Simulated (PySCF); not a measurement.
C3H8O2Si, SMILES OC[SiH]1COC1. Atoms are numbered in the order given.

```xyz
14

O      2.6522    -0.0484     0.5283
C      1.7349     0.0889    -0.5643
Si     0.0084     0.4846     0.1260
C     -1.0583    -0.9306     0.8220
O     -2.1247    -0.6040    -0.1048
C     -1.5607     0.4173    -0.9615
H      2.7455     0.8233     0.9425
H      2.0817     0.8313    -1.3121
H      1.7195    -0.8841    -1.0817
H      0.1641     1.6850     1.0015
H     -0.6793    -1.9566     0.6532
H     -1.4146    -0.8674     1.8647
H     -2.2181     1.3037    -1.0008
H     -1.4313     0.0459    -1.9965
```

Geometry: TPSSh-D3(BJ)/def2-SVP. A frequency run showed that this geometry is not a minimum. The structure was generated by enumeration, and PubChem lists no compound with its InChIKey, so it may never have been made. One conformer was computed; it need not be the lowest.

The numbers are results of PBE/def2-TZVP in PySCF, not measurements.

Atomic charges (e):

```json
[
 {"atom": "O1", "Mulliken": "-0.40", "IAO": "-0.54", "Löwdin": "-0.04"},
 {"atom": "C2", "Mulliken": "-0.15", "IAO": "-0.34", "Löwdin": "-0.48"},
 {"atom": "Si3", "Mulliken": "0.18", "IAO": "0.83", "Löwdin": "0.32"},
 {"atom": "C4", "Mulliken": "-0.15", "IAO": "-0.34", "Löwdin": "-0.40"},
 {"atom": "O5", "Mulliken": "-0.23", "IAO": "-0.40", "Löwdin": "0.13"},
 {"atom": "C6", "Mulliken": "-0.16", "IAO": "-0.34", "Löwdin": "-0.41"},
 {"atom": "H7", "Mulliken": "0.30", "IAO": "0.35", "Löwdin": "0.17"},
 {"atom": "H8", "Mulliken": "0.11", "IAO": "0.14", "Löwdin": "0.12"},
 {"atom": "H9", "Mulliken": "0.13", "IAO": "0.16", "Löwdin": "0.14"},
 {"atom": "H10", "Mulliken": "-0.03", "IAO": "-0.12", "Löwdin": "-0.03"},
 {"atom": "H11", "Mulliken": "0.10", "IAO": "0.14", "Löwdin": "0.12"},
 {"atom": "H12", "Mulliken": "0.10", "IAO": "0.15", "Löwdin": "0.12"},
 {"atom": "H13", "Mulliken": "0.10", "IAO": "0.15", "Löwdin": "0.12"},
 {"atom": "H14", "Mulliken": "0.09", "IAO": "0.14", "Löwdin": "0.12"}
]
```

Computed Mayer and Wiberg (Löwdin basis) orders of the bonds:
```json
[
 {"bond": "O1–C2", "Mayer": "1.01", "Wiberg": "1.58"},
 {"bond": "C2–Si3", "Mayer": "0.99", "Wiberg": "1.13"},
 {"bond": "Si3–C4", "Mayer": "1.00", "Wiberg": "1.08"},
 {"bond": "C4–O5", "Mayer": "1.02", "Wiberg": "1.43"},
 {"bond": "Si3–C6", "Mayer": "0.96", "Wiberg": "1.08"},
 {"bond": "O5–C6", "Mayer": "1.02", "Wiberg": "1.44"},
 {"bond": "O1–H7", "Mayer": "0.90", "Wiberg": "1.02"},
 {"bond": "C2–H8", "Mayer": "0.92", "Wiberg": "0.89"},
 {"bond": "C2–H9", "Mayer": "0.93", "Wiberg": "0.88"},
 {"bond": "Si3–H10", "Mayer": "0.92", "Wiberg": "0.89"},
 {"bond": "C4–H11", "Mayer": "0.92", "Wiberg": "0.90"},
 {"bond": "C4–H12", "Mayer": "0.93", "Wiberg": "0.90"},
 {"bond": "C6–H13", "Mayer": "0.93", "Wiberg": "0.90"},
 {"bond": "C6–H14", "Mayer": "0.92", "Wiberg": "0.90"}
]
```
